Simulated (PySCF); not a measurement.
C2H9NOSi: core ionisation energies

Compound: C2H9NOSi.
Numbering: `[CH3:1][CH2:2][Si@@H:3]([NH2:4])[OH:5]`

Structure used (GFN2-xTB), in Å, numbered top down from 1:
```xyz
14
C2H9NOSi angstrom
C      1.4954    0.3448    1.2865
C      0.6548    0.7308    0.0747
Si    -0.8893   -0.3627   -0.1187
N     -1.5817    0.0928   -1.6372
O     -0.5581   -1.9559   -0.1709
H      2.3930    0.9586    1.3552
H      0.9250    0.4732    2.2035
H      1.7979   -0.6984    1.2247
H      0.3661    1.7783    0.1680
H      1.2746    0.6647   -0.8221
H     -1.7495   -0.3292    1.0629
H     -1.7573    1.0676   -1.8139
H     -2.3556   -0.4547   -1.9789
H     -0.0160   -2.3102   -0.8708
```

Computed with delta-SCF UKS SCAN, pcX-2 on the ionised atom, pcseg-1 elsewhere, spin-free X2C (PySCF 2.14.0). Each binding energy is the total energy of the core-ionised species, with the hole localised on one atom, minus that of the ground state; both are solved self-consistently, so orbital relaxation is included.

Question: What binding energy does each computed site have?

Answer: 
```tsv
atom(s)	environment	level	binding energy (eV)	2p1/2 (eV)	above the level's lowest (eV)	count
Si3	oxygen-bound silicon	Si 2p3/2	106.86	107.49	0.00	1
C2	sp3 carbon bound to silicon	C 1s	289.89	–	0.00	1
C1	methyl carbon	C 1s	290.43	–	+0.54	1
N4	silicon-bound nitrogen	N 1s	404.53	–	0.00	1
O5	silanol oxygen	O 1s	538.33	–	0.00	1
Si3	oxygen-bound silicon	Si 1s	1846.85	–	0.00	1
```

Lowest listed C 1s: C2, bonded to C, 2 H and Si. Highest, 0.54 eV above it: C1, bonded to C and 3 H.

Question: Which photon energy gives electrons from Si 1s of Si3 a kinetic energy of 200 eV, and what is their de Broglie wavelength?

Answer: hν = 1846.85 + 200 = 2046.85 eV, recoil neglected; λ = 12.264 Å/√(E/eV) = 0.87 Å.

2p3/2 and 2p1/2 are the ΔSCF energy of one spin-free 2p hole plus the eigenvalues of a spin–orbit and ligand-field matrix of the shell. 2p1/2 minus 2p3/2 (ligand field included): Si 0.63 eV. One conformer (not necessarily the lowest) at the GFN2-xTB geometry, without solvent, vibrations or thermal averaging.
